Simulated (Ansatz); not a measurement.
`C[B](F)[AlH2]` + `C=N` → `C=NB(C)F` + `[AlH3]` at 298.15 K and 1 bar (cleavage of the B–Al bond).

Isolated molecules relaxed with PBE0-D4/def2-TZVP in Ansatz; ΔE leaves out vibrations. CCSD(T)/CBS adds triple-zeta CCSD(T) − MP2 to the extrapolated MP2 energy (def2 sets, frozen cores). This one scheme is used for every species. Each species was taken in one conformer, which may not be the lowest.

```csv
species,CCSD(T)/CBS energy (Eh),H − E (kJ/mol),S (J/(mol·K))
`C[B](F)[AlH2]`,-407.68475,166.1,345.2
`C=N`,-94.52360,115.3,227.0
`C=NB(C)F`,-258.47400,214.4,328.4
`[AlH3]`,-243.78045,58.9,207.5
```

H − E and S are ideal-gas, rigid-rotor, harmonic terms from PBE0-D4/def2-TZVP, for one conformer and one mirror image of each species. 1 Eh = 2625.50 kJ/mol, R = 8.31446 J/(mol·K).

Question: By hand: ΔE, ΔH, ΔS and ΔG.

Answer: ΔE = (-258.47400) + (-243.78045) − (-407.68475) − (-94.52360) = -0.04610 Eh = -121.0 kJ/mol. Δ(H − E) = 214.4 + 58.9 − 166.1 − 115.3 = -8.1, so ΔH = -129.1 kJ/mol. ΔS = 328.4 + 207.5 − 345.2 − 227.0 = -36.3 J/(mol·K). ΔG = -129.1 − 298.15 × (-36.3)/1000 = -118.3 kJ/mol.

Question: By hand: the equilibrium constant, and the temperature at which ΔG would vanish if ΔH and ΔS stayed fixed.

Answer: log₁₀ K = −ΔG/(RT ln 10) = 20.7. ΔG = 0 at ΔH/ΔS = 3556 K, far beyond where these terms or the molecules hold.

ΔH outweighs TΔS. A doubt of 5 kJ/mol in ΔE shifts log₁₀ K by 0.9 here. Other conformers and mirror images would add mixing entropy, several J/(mol·K) or more a flexible species. Modes under 60 cm⁻¹, often nearly free rotors, make the harmonic entropy too high. These are equilibria of isolated gas molecules and say nothing of rates. Largest T1 diagnostic: 0.013 (customary marks: 0.02 for closed shells, 0.045 for open ones).
